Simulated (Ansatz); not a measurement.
Geometry optimisation, UKS BLYP/def2-TZVP (Ansatz 0.2.0).

Input:

```yaml
crystal:
  periodic: [false, false, false]
  atoms:
    - { symbol: H, position_ang: [-0.1277, 0.3321, -0.7861] }
    - { symbol: Ge, position_ang: [-0.246, -0.4605, 1.0331] }
    - { symbol: S, position_ang: [-0.0546, 1.192, -2.3552] }
    - { symbol: H, position_ang: [0.0698, -1.9342, 1.017] }
    - { symbol: H, position_ang: [-1.6273, -0.2691, 1.5966] }
    - { symbol: H, position_ang: [0.7439, 0.2248, 1.9387] }
    - { symbol: H, position_ang: [1.2419, 0.915, -2.4441] }
magnetization:
  spin_polarized: true
  initial_magnetization: 1
basis:
  gaussian: { orbitals: def2-TZVP }
hamiltonian:
  xc: blyp
relax:
  f_tol: 0.15
  max_steps: 25
  restrain:
    - { distance: [0, 2], at: 1.36, k: 30.0 }
    - { distance: [1, 0], at: 2.81, k: 30.0 }
```

Run as:

```bash
$ ansatz run input.yaml --threads 4 --pin off --max-ram 5120MiB --backend cpu --events-out ev --progress --plain --runs-dir out
```

**Question.** Where does it end, and by what steps?

**Answer.** The run converged. The restraints hold the end off the free minimum. After 5 steps the energy has fallen by 0.469 eV (the restraints' own energy left out); H1 moved furthest, 0.58 Å. Joined: H1–S3 (1.79 → 1.36 Å).

| step | energy less start (eV) | largest force component (eV/Å) | accepted |
| --- | --- | --- | --- |
| 0 | 0.0000 | 1.142 | yes |
| 1 | -0.1765 | 1.441 | yes |
| 2 | -0.2876 | 1.064 | yes |
| 3 | -0.4464 | 0.448 | yes |
| 4 | -0.4654 | 0.196 | yes |
| 5 | -0.4694 | 0.057 | yes |

```xyz
7
Properties=species:S:1:pos:R:3
H -0.160 0.615 -1.293
Ge -0.258 -0.563 1.257
S -0.026 1.221 -2.506
H 0.070 -2.079 1.168
H -1.704 -0.333 1.775
H 0.778 0.183 2.143
H 1.300 0.955 -2.546
```

The run took 14 s on 4 threads of Arm Neoverse N1, on a shared host, peak memory 0.22 GiB.
